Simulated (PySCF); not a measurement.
NICS in isomers of C9H11P.

Definitions: NICS(0) = −σiso at the ring centroid; NICS(1) = −σiso and NICS(1)zz = −σzz at ±1 Å along the ring normal z. Level: GIAO PBE0/pcSseg-1 (PySCF, non-relativistic, gas phase) on the GFN2-xTB geometries, one conformer each. Atom numbers follow the mapped SMILES.

**Question.** Order these rings by mean NICS(1)zz, lowest (most negative) first (ppm).
A. ring C4–C5–C6–C7–C8–C9 in `[CH3:1][P:2]1[CH2:3][c:4]2[cH:5][cH:6][cH:7][cH:8][c:9]2[CH2:10]1`
B. ring C2–C3–P4–C5–C6–C7 in `[CH3:1][c:2]1[cH:3][p:4][cH:5][cH:6][c:7]1[CH:8]1[CH2:9][CH2:10]1`
C. ring C2–C3–P4–C5–C6–C10 in `[CH3:1][c:2]1[cH:3][p:4][cH:5][c:6]([CH:7]2[CH2:8][CH2:9]2)[cH:10]1`

**Answer.** A (-27.4), B (-26.0), C (-24.6).

| SMILES | ring | NICS(0) | NICS(1) | NICS(1)zz | HOMA | rms pucker (Å) | ring atoms with four or more neighbours |
| --- | --- | --- | --- | --- | --- | --- | --- |
| CP1Cc2ccccc2C1 | 6-membered carbocycle; formal bonds all aromatic | -8.3 | -11.0 | -27.4 | 1.00 | 0.00 | 0 |
| Cc1cpccc1C1CC1 | 6-membered ring with P; formal bonds all aromatic | -7.5 | -10.7 | -26.0 | 0.94 | 0.01 | 0 |
| Cc1cpcc(C2CC2)c1 | 6-membered ring with P; formal bonds all aromatic | -7.1 | -10.2 | -24.6 | 0.96 | 0.00 | 0 |

NICS(0) gives the same order. The isotropic NICS(1) gives the same order. HOMA uses Krygowski's 1993 parameters. NICS(1) and NICS(1)zz are means over the two faces.
